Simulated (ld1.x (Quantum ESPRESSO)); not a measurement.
## PBEsol TM dataset for sulfur (S), scalar-relativistic all-electron reference.

- Element: sulfur
- Generator: ld1.x (Quantum ESPRESSO) 7.5
- Type: norm-conserving Troullier–Martins (Kleinman–Bylander form)
- Functional: PBEsol
- Relativity: scalar-relativistic
- Frozen core: [Ne]
- Valence charge: 6
- Reference configuration: 3s2 3p4
- Partial waves: 3s (bound): rc 1.20 bohr; 3p (bound): rc 1.35 bohr; 3d channel at 0.05 Ry: rc 1.25 bohr
- Local potential: all-electron potential smoothed inside 1.00 bohr (lloc = -2)
- Core correction: Bessel-smoothed model core inside 0.95 bohr

Does the generator finish with these settings?

Yes, a potential is produced and its reference levels are reproduced.

Estimate the cutoffs (Ry, on a coarse ladder) from which the occupation-weighted sum of valence levels, in a spherical-Bessel basis at the reference potential, stays within 10 and 1 mRy of its value at 400 Ry.

50 Ry and 110 Ry.

Does the potential have ghost states?

No extra level below or beside the all-electron valence levels (s, p, d, f tested).

Which valence shell sets the plane-wave cutoff?

3s: its level needs 90 Ry to come within 1 mRy, against 25 Ry for 3p.

Tests: 3s2 3p3; 3s2 3p2; 3s2 3p1; 3s2 3p4.3; 3s1 3p5; 3s0 3p6; 3s2 3p0. Which has the largest error in its energy relative to the reference configuration, and how large is it?

3s2 3p0, with +253 meV (all-electron minus pseudo) on +114.73 eV.
